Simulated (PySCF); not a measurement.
sulfur hexafluoride, F6S, SMILES FS(F)(F)(F)(F)F, point group Oh.

Force field and properties: PBE0/pcSseg-1 (PySCF, grid level 2). Vibrational terms come from second-order perturbation theory with semi-diagonal cubic constants, by steps of ±0.6 along the normal coordinates of each isotopologue. The parent has the commonest isotopes.

Equilibrium geometry (Å):

```tsv
atom	x	y	z
F1	-1.1240	-0.4683	-1.0490
S2	0.0019	0.0028	-0.0155
F3	-0.4004	1.5292	-0.2723
F4	1.0637	0.0830	-1.2087
F5	0.4042	-1.5236	0.2413
F6	-1.0599	-0.0774	1.1778
F7	1.1278	0.4739	1.0180
```

Problem. How much do zero-point and thermal motion change the parent's shieldings?

Solution. 
```
atom  σe (ppm)  anharmonic part, 0 K  harmonic part, 0 K  Δσ at 0 K  Δσ at 200 K  Δσ at 500 K
  F1     62.93                 -7.69               -6.71     -14.41       -15.26       -21.44
  S2    277.97                 -6.17               -0.78      -6.95        -7.48       -10.78
```

Problem. And the bond lengths, in the parent and with ³³S at 2?

Solution. 
| bond | re (Å) | ⟨r⟩ at 0 K | between mean positions | ⟨r⟩, labelled |
| --- | --- | --- | --- | --- |
| F1–S2 | 1.5993 | 1.6056 | 1.6043 | 1.6056 |

The study (109 SCF points, 126 basis functions) took 30 min on 1 thread of Arm Neoverse N1 (shared host) (rough), peak memory 0.67 GiB, launched as `OMP_NUM_THREADS=1 python ens_run.py task.json out`.
